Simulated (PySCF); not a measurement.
HIMgS, SMILES [SH][Mg][I].

Geometry optimised at B3LYP-D3(BJ)/def2-TZVP. The def2 effective core potentials stand for the cores of I; spin–orbit coupling is left out. The values are those of a single conformer.

Computed with C-PCM-M06-2X/def2-SVP in PySCF.

The values are the electrostatic part of the solvation free energy, E(continuum) − E(gas) at the gas-phase geometry, in a cavity of scaled van der Waals radii (PySCF's table); cavitation and dispersion terms are not included. A continuum can't describe solvent molecules that bind to the metal. In vacuum the orbital gap is 7.24 eV. The dipole moment in vacuum is 0.95 D.

Q: Estimate the values in water (ε = 78.36), N,N-dimethylformamide (ε = 37.22), ethylethanoate (ε = 5.99). (An estimate is asked for; the answer gives what the named calculation found.)

A: 
| solvent | ε | ΔG(elec) (kcal/mol) | dipole (D) | gap (eV) |
|---|---|---|---|---|
| water | 78.36 | -14.3 | 1.45 | 7.78 |
| N,N-dimethylformamide | 37.22 | -14.0 | 1.44 | 7.77 |
| ethylethanoate | 5.99 | -11.6 | 1.34 | 7.68 |
